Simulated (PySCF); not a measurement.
TlCl, SMILES [Cl][Tl].

Coordinates come from a B3LYP-D3(BJ)/def2-TZVP optimisation. The def2 effective core potentials stand for the cores of Tl; spin–orbit coupling is left out.

Two levels are set side by side: PBE/def2-TZVPD (PySCF) and r2SCAN/def2-TZVPD (PySCF). Same geometry, gas phase. Differences are taken from unrounded values.

| quantity | r2SCAN | PBE | PBE minus r2SCAN |
|---|---|---|---|
| orbital gap (eV) | 4.54 | 3.99 | -0.55 |
| highest occupied level (eV) | -6.74 | -6.49 | 0.26 |
| lowest empty level (eV) | -2.21 | -2.50 | -0.29 |
| dipole moment (D) | 4.66 | 4.55 | -0.10 |
| mean polarisability (bohr³) | 55.0 | 56.8 | 1.8 |

Rough cost on one machine, each run with all the roots and properties that it gave: r2SCAN against PBE about 2 times.
